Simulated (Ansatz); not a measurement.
Born–Oppenheimer molecular dynamics of ClF$_{2}$HSi (5 atoms, charge 0, multiplicity 1). It starts from a relaxed structure.

All numbers below come from RKS r2SCAN-D4/6-31G in Ansatz.

```yaml
ensemble: NVT, Nosé–Hoover chain
time_step: 0.5 fs
steps_asked: 150
set_temperature: 700 K
thermostat: time constant 20 fs, chain length 1
masses: H 2.014 u
seed: 419749
```

First frame:

```xyz
5
Properties=species:S:1:pos:R:3
Si -0.021 0.037 0.010
Cl 0.005 -0.008 2.149
F 1.562 -0.017 -0.537
H -0.717 1.243 -0.499
F -0.765 -1.361 -0.537
```

Problem. What does the run give?

Solution. The run went to its last step.

| Item | Value |
| --- | --- |
| steps done | 150 |
| time covered | 75 fs |
| mean temperature over the second half | 1107 K |
| spread of the potential energy over the second half | 13.6 meV per atom |
| mean potential energy of the second half above the start | 83.1 meV per atom |

The conserved energy stayed within 0.11 meV per atom of its start (net change 0.11 meV per atom), so the integration is sound. The mean temperature of the second half is 58 % above the set value. A run of 0.075 ps of so small a system gives no equilibrium averages. Limits of this set-up: no polarisation functions.

Problem. What happens to the structure?

Solution. The same pairs are bonded in the first frame and the last. Pairs count as bonded within 1.25 times the sum of covalent radii (0.12 Å more for H–H). Another seed would give other details.

Problem. How do temperature and energy run in time?

Solution. 
```json
{"time (fs)": "0", "T (K)": "700", "potential energy less start (eV)": "0.000", "conserved less start (meV/atom)": "0.00"}
{"time (fs)": "6", "T (K)": "530", "potential energy less start (eV)": "0.067", "conserved less start (meV/atom)": "0.01"}
{"time (fs)": "12", "T (K)": "334", "potential energy less start (eV)": "0.150", "conserved less start (meV/atom)": "0.02"}
{"time (fs)": "18", "T (K)": "353", "potential energy less start (eV)": "0.160", "conserved less start (meV/atom)": "0.02"}
{"time (fs)": "24", "T (K)": "477", "potential energy less start (eV)": "0.149", "conserved less start (meV/atom)": "0.01"}
{"time (fs)": "30", "T (K)": "439", "potential energy less start (eV)": "0.215", "conserved less start (meV/atom)": "0.02"}
{"time (fs)": "36", "T (K)": "361", "potential energy less start (eV)": "0.301", "conserved less start (meV/atom)": "0.02"}
{"time (fs)": "42", "T (K)": "284", "potential energy less start (eV)": "0.384", "conserved less start (meV/atom)": "0.04"}
{"time (fs)": "48", "T (K)": "386", "potential energy less start (eV)": "0.412", "conserved less start (meV/atom)": "0.04"}
{"time (fs)": "54", "T (K)": "838", "potential energy less start (eV)": "0.374", "conserved less start (meV/atom)": "0.04"}
{"time (fs)": "60", "T (K)": "1517", "potential energy less start (eV)": "0.370", "conserved less start (meV/atom)": "0.06"}
{"time (fs)": "66", "T (K)": "2073", "potential energy less start (eV)": "0.412", "conserved less start (meV/atom)": "0.06"}
{"time (fs)": "72", "T (K)": "1767", "potential energy less start (eV)": "0.561", "conserved less start (meV/atom)": "0.09"}
```

The run took 5.6 min on 1 thread of Arm Neoverse V2, with other jobs on the host, peak memory 0.1 GiB.
